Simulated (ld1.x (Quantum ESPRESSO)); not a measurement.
**Which change was made? (V, TM)**

| Item | Value |
| --- | --- |
| Element | vanadium (V) |
| Generator | ld1.x (Quantum ESPRESSO) 7.5 |
| Type | norm-conserving Troullier–Martins (Kleinman–Bylander form) |
| Functional | PBE |
| Relativity | scalar-relativistic |
| Frozen core | [Ne] |
| Valence charge | 13 |
| Reference configuration | 3s2 3p6 3d3 4s1 4p0 (charge +1) |
| Partial waves | 3s (bound): rc 1.00 bohr; 3d (bound): rc 1.80 bohr; 3p (bound): rc 1.25 bohr |
| Local potential | the p channel |
| Core correction | none |

Occupied shells without a wave of their own: 4s. They enter only through the test configuration that unscreens the potential.

Cutoffs, loose and tight: the cutoffs (Ry, on a coarse ladder) from which the occupation-weighted sum of valence levels, in a spherical-Bessel basis at the reference potential, stays within 10 and 1 mRy of its value at 400 Ry. They do not see the model core or the augmentation charge, which bear on the density cutoff. Test errors are all-electron minus pseudo excitation energies from the reference, over the configurations 3s2 3p6 3d3 4s2 4p0; 3s2 3p6 3d3 4s0 4p0; 3s2 3p6 3d2 4s0 4p0; 3s2 3p5 3d3 4s2 4p0; 3s2 3p6 3d3 4s1.5 4p0; 3s2 3p6 3d4 4s0 4p0; 3s2 3p6 3d4 4s1 4p0; variants that change the core or the reference have their own tests.

The base gives: outcome: generated; cutoff, loose: 140 Ry; cutoff, tight: 230 Ry; bound ghosts: none; largest test error (meV): -136.

On the changes marked as counting shells twice: ld1.x takes every shell without a wave as core, so the model core holds the marked electrons as well and exchange and correlation see them twice. This cancels in the reference configuration, but the file is broken for other ones, and its errors say nothing about a proper core correction.

**Question.** After one change the result is: outcome: generated, misses its reference levels by 0.26 eV; cutoff, loose: 70 Ry; cutoff, tight: 100 Ry; bound ghosts: none; largest test error (meV): -382. Which change was it?
A. all radii scaled by about 1.35 (s 1.36, p 1.68, d 2.44 bohr)
B. wave 3s (bound): rc 1.00 bohr becomes 3s (bound): rc 1.36 bohr
C. core correction a·sin(br)/r model core inside 0.62 bohr (4s counted twice)

**Answer.** A. The others give: core correction a·sin(br)/r model core inside 0.62 bohr (4s counted twice) → outcome: generated; cutoff, loose: 140 Ry; cutoff, tight: 230 Ry; bound ghosts: none; largest test error (meV): -383 | wave 3s (bound): rc 1.00 bohr becomes 3s (bound): rc 1.36 bohr → outcome: generated, misses its reference levels by 0.27 eV; cutoff, loose: 80 Ry; cutoff, tight: 100 Ry; bound ghosts: none; largest test error (meV): -514.
